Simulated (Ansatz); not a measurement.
The Cd1–H2 bond of BrCdH (SMILES [Br][CdH]) is stretched (multiplicity 1, the rest rigid).
Geometry at rest (charge 0, multiplicity 1):
| atom | x (Å) | y (Å) | z (Å) |
|---|---|---|---|
| Cd | 0.0000 | 0.0000 | -0.9978 |
| H | 0.0000 | 0.0000 | -2.6564 |
| Br | 0.0000 | 0.0000 | 1.4443 |

Correlated levels freeze the cores. Filled d and f shells under p-block atoms count as core.

Run with Ansatz (an electronic-structure program) with Gaussian orbitals. Each number belongs to the level named beside it. In def2 rows elements past Kr take small-core potentials, without spin–orbit coupling.

Energies above the point at 1.659 Å (the B3LYP-D3(BJ) bond length), FIC-MRCISD+Q on CASSCF(2,2)/def2-TZVPP (kcal/mol): 5.08 at 1.493 Å; 3.32 at 1.824 Å; 71.21 at 5.308 Å.

### Question
Take the last value as the depth D of a Morse curve D(1 − e^(−a(R − R₀)))², fit a and R₀ to the two near points, and test it at 2.239 and 2.903 Å.

### Answer

With D = 71.2, both near points (counted from the curve's value at 1.659 Å) are met by a = 1.45 Å⁻¹ and R₀ = 1.657 Å, so k = 2Da² = 298 kcal/(mol Å²). The curve then gives 23.1 and 49.6 kcal/mol; the level itself gives 24.2 and 54.3, so Morse is off by -1.1 and -4.7.
